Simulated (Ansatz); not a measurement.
Coupled-cluster run, H8N4Zr, SMILES `[NH2][Zr]([NH2])([NH2])[NH2]`.

```yaml
crystal:
  periodic: [false, false, false]
  atoms:
    - {symbol: N, position_ang: [-1.790460, 0.922770, -0.370149]}
    - {symbol: Zr, position_ang: [0.000488, 0.000225, 0.000171]}
    - {symbol: N, position_ang: [-0.267385, -1.520927, 1.345659]}
    - {symbol: N, position_ang: [0.728909, -0.748832, -1.761888]}
    - {symbol: N, position_ang: [1.328463, 1.347035, 0.786649]}
    - {symbol: H, position_ang: [-2.649973, 0.824588, 0.151298]}
    - {symbol: H, position_ang: [-1.972348, 1.498521, -1.181710]}
    - {symbol: H, position_ang: [-0.263763, -2.513317, 1.157164]}
    - {symbol: H, position_ang: [-0.339077, -1.385542, 2.345523]}
    - {symbol: H, position_ang: [0.156484, -1.196835, -2.465328]}
    - {symbol: H, position_ang: [1.669977, -0.667436, -2.119874]}
    - {symbol: H, position_ang: [2.160051, 1.086953, 1.300465]}
    - {symbol: H, position_ang: [1.238635, 2.352808, 0.812029]}
basis:
  gaussian: {orbitals: def2-SVP}
correlation: {method: ccsd_t}
```

```sh
$ ansatz run in.yaml --threads 2 --pin off --events-out ev --progress --plain --max-ram 22528MiB --backend cuda --devices 0, --max-vram 18GiB
```

The program prints (abridged):

```
Functional definition: HF
1318 factors; integrals over basis functions are off by at most 1.3e-3 eV
mean field evaluation 1: about -7310.0725 eV, gradient 6.4e1 eV
mean field evaluation 2: about -7310.0779 eV, gradient 6.4e1 eV
mean field evaluation 4: about -7318.7164 eV, gradient 3.6e0 eV
mean field evaluation 8: about -7318.7679 eV, gradient 2.4e-4 eV
mean field -7318.76791974 eV, -268.9597602114 hartree, gradient 2.6e-6 eV, S^2 0.000000; 0 other end points of the search recorded, 0 dependent functions left out
4 core orbitals not correlated: weight in the atoms' cores, before any rotation towards them, 1.000 or more for the frozen orbitals, at most 0.000 for the correlated occupied ones
reference -7318.76791974 eV, -268.9597602114 hartree; 20, 20 occupied and 103, 103 virtual orbitals, 1318 factors
second order -25.81626287 eV of doubles, -0.00000000 eV of singles
cycle   1  -25.99467382 eV  change   -1.8e-1 eV  update   1.4e-1
cycle   2  -26.62461585 eV  change   -6.3e-1 eV  update   4.7e-2
cycle   3  -26.84719466 eV  change   -2.2e-1 eV  update   2.9e-2
cycle   4  -26.84267454 eV  change    4.5e-3 eV  update   8.1e-3
cycle   5  -26.83583928 eV  change    6.8e-3 eV  update   3.3e-3
cycle   6  -26.83638278 eV  change   -5.4e-4 eV  update   1.1e-3
cycle   7  -26.83606696 eV  change    3.2e-4 eV  update   4.0e-4
cycle   8  -26.83608842 eV  change   -2.1e-5 eV  update   1.1e-4
cycle   9  -26.83612050 eV  change   -3.2e-5 eV  update   4.3e-5
perturbative correction -0.86262730 eV, -0.0317009684 hartree
Total energy: -7346.46666754 eV, -269.9776704181 hartree
```

Run time 4.2 s (2 threads of an AMD EPYC 7R13 on a shared host and a share of an NVIDIA H100 80 GB); peak host memory 0.78 GiB.

MP2 recovers 93.2 % of the CCSD(T) correlation energy and the triples give 3.1 %; T1 = 0.0173.
